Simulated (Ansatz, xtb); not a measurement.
**BGaH7NO: 6 structures ranked**

6 gas-phase structures of BGaH7NO, found in a search over its isomers (lower ones may exist). Each was relaxed with GFN2-xTB; where two conformers were screened, the lower at r2SCAN-D4/def2-SVP is listed:

A. `NB[OH+][GaH3-]`, a singlet
B. `OB[NH2+][GaH3-]`, a singlet
C. `B[NH][GaH2-][OH2+]`, a singlet
D. a singlet given by its coordinates
E. `B[OH+][GaH2-][NH2]`, a singlet
F. a singlet given by its coordinates

D (Å):

```yaml
atoms:
  - { symbol: B, position_ang: [0.2327, 1.2412, -0.7473] }
  - { symbol: Ga, position_ang: [1.0729, -0.6833, 0.7985] }
  - { symbol: N, position_ang: [0.9439, -0.1256, -1.1529] }
  - { symbol: O, position_ang: [0.2391, 1.0070, 0.8195] }
  - { symbol: H, position_ang: [-0.1545, 1.7296, 1.3079] }
  - { symbol: H, position_ang: [-0.8868, 1.2910, -1.1369] }
  - { symbol: H, position_ang: [0.9027, 2.1843, -1.0098] }
  - { symbol: H, position_ang: [0.3529, -0.6681, -1.7785] }
  - { symbol: H, position_ang: [1.8056, 0.0564, -1.6618] }
  - { symbol: H, position_ang: [0.0918, -1.8177, 1.1753] }
  - { symbol: H, position_ang: [2.5150, -0.6192, 1.3544] }
```

Close contacts (Å): B1–N3 1.59, B1–O4 1.58, Ga2–N3 2.03, Ga2–O4 1.88, B1–H6 1.19, B1–H7 1.19, Ga2–H10 1.55, Ga2–H11 1.55, N3–H8 1.02, N3–H9 1.02, O4–H5 0.96.

F (Å):

```yaml
atoms:
  - { symbol: B, position_ang: [-1.9063, -0.6335, -0.7014] }
  - { symbol: Ga, position_ang: [0.2919, 0.8173, -2.2768] }
  - { symbol: N, position_ang: [0.9207, -0.9057, -3.4926] }
  - { symbol: O, position_ang: [-0.9537, -0.0342, -1.3981] }
  - { symbol: H, position_ang: [-2.1614, -1.7722, -0.9227] }
  - { symbol: H, position_ang: [-2.5057, -0.0554, 0.1380] }
  - { symbol: H, position_ang: [-0.2639, 1.7723, -3.3489] }
  - { symbol: H, position_ang: [1.5566, 1.0933, -1.4432] }
  - { symbol: H, position_ang: [1.6670, -0.8029, -4.1768] }
  - { symbol: H, position_ang: [1.1853, -1.6391, -2.8343] }
  - { symbol: H, position_ang: [0.0811, -1.2250, -3.9769] }
```

Close contacts (Å): B1–O4 1.32, Ga2–N3 2.20, Ga2–O4 1.75, B1–H5 1.19, B1–H6 1.18, Ga2–H7 1.54, Ga2–H8 1.54, N3–H9 1.02, N3–H10 1.02, N3–H11 1.02.

Q: Make a reasoned guess at their ranking by r2SCAN-D4/def2-SVP single-point energy.

A: Calculated order at r2SCAN-D4/def2-SVP: D (0.0), A (0.7), B (3.2), F (7.6), C (25.2), E (29.1) kcal/mol. Less than 1 kcal/mol parts D and A, so the order within that pair means little.

Energies above the lowest of each column, in kcal/mol; the last columns are at B3LYP/6-31G* geometries and were run for some of them only (a dash: not run or not comparable):

| structure | GFN2-xTB | HF/STO-3G | r2SCAN-D4/def2-SVP | B3LYP/6-31G* | CCSD(T)/def2-SVP + ΔMP2/def2-TZVPP |
| --- | --- | --- | --- | --- | --- |
| D | 2.4 | 0.0 | 0.0 | 0.5 | 0.0 |
| A | 0.4 | 23.5 | 0.7 | 1.7 | 4.8 |
| B | 12.5 | 33.5 | 3.2 | 4.0 | – |
| F | 0.0 | 28.3 | 7.6 | 0.0 | 4.9 |
| C | 23.8 | 56.1 | 25.2 | – | – |
| E | 15.4 | 51.3 | 29.1 | – | – |

CCSD(T)/def2-SVP + ΔMP2/def2-TZVPP puts D lowest of those it was run on; GFN2-xTB picks F, B3LYP/6-31G* picks F. Some further structures that were screened fall inside this span and aren't listed. Flexible structures stand in one conformer each, not always the lowest. Frequencies (B3LYP/6-31G*) were run for A, D, F alone. ΔMP2 is the change of the MP2 energy from the smaller to the larger basis.

Over these structures GFN2-xTB departs from r2SCAN-D4/def2-SVP by 5.8 kcal/mol on average once a common shift is removed. A GFN2-xTB relaxation took about 0.2 s and the r2SCAN-D4/def2-SVP energy about 1.6 s on a shared host (Ansatz 0.2.0, xtb 6.7.1 (Pople sets with spherical d functions)).
